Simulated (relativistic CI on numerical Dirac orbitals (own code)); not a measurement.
## Ni⁴⁺ in a cubic cluster: L2,3 absorption with charge transfer

Computed with a charge-transfer multiplet model of a cubic metal-ligand cluster with up to 2 ligand holes, Slater and spin-orbit integrals from Dirac-Coulomb-Breit ions, Slater integrals scaled by 0.7. The ground state mixes d6 with configurations of k ligand holes L, whose averages lie at kΔ + k(k − 1)U_dd/2; a core hole lowers each added d electron by U_cd. 300 K, Lorentzian 0.4 eV and Gaussian 0.3 eV FWHM.

Atomic integrals in eV (Slater integrals scaled, ζ unscaled), ground: F2dd 9.934, F4dd 6.234, zeta_d 0.099; with the core hole: F2dd 10.444, F4dd 6.555, zeta_d 0.124, zeta_core 11.400, F2cd 6.313, G1cd 4.879, G3cd 2.777.

Cluster parameters (eV): Δ = -1.2, U_cd = 7.9, 10Dq = 1.3, 10Dq(ligand) = 1, V(eg) = 3.6, V(t2g) = -1.55, final-state hopping factor = 1.

```
         Case   n_d    d6   d7L  d8L2     S
U_dd = 4.1 eV  7.03  0.21  0.55  0.24  0.02
U_dd = 5.5 eV  6.99  0.23  0.56  0.21  0.03
U_dd = 6.2 eV  6.96  0.24  0.56  0.20  0.03
U_dd = 6.9 eV  6.94  0.24  0.57  0.19  0.03
U_dd = 7.6 eV  6.92  0.25  0.57  0.17  0.03
```

Weights, n_d and S are thermal averages at 300 K. Photon energies count from the first peak over 30 % of the highest in each spectrum, which can be another peak from case to case. The parameters are a model scan and need not match a compound or its usual spin state. Peaks in eV (height, largest 100):
- U_dd = 4.1 eV: 0.0 (100), 2.7 (6), 17.1 (50)
- U_dd = 5.5 eV: 0.0 (100), 2.8 (8), 17.1 (50)
- U_dd = 6.2 eV: 0.0 (100), 1.7 (6), 2.8 (9), 17.1 (52)
- U_dd = 6.9 eV: 0.0 (100), 1.6 (6), 2.7 (10), 17.1 (51)
- U_dd = 7.6 eV: 0.0 (100), 1.5 (7), 2.7 (11), 17.0 (53), 19.0 (5)

For the case U_dd = 6.2 eV, Δ = -1.2 eV is smaller than U_dd = 6.2 eV, the charge-transfer side of the Zaanen-Sawatzky-Allen scheme (negative Δ: between configuration averages a ligand hole costs less than the nominal valence; multiplet and field energies can change this for the lowest states). With the core hole the configuration with one ligand hole lies at Δ + U_dd − U_cd = -5.0, -3.6, -2.9, -2.2, -1.5 eV from the one without, in the order of the table; where this is negative the screened configuration lies lower, though the effective hopping of about 6.2 eV (from the holes of the mixed ground state) mixes the two strongly wherever it is as large as the gap.

With at most 2 ligand holes the space is cut while the next configuration still counts, so covalency is underestimated, and a final configuration with one more ligand hole, which can lie low, is missing from the spectra.
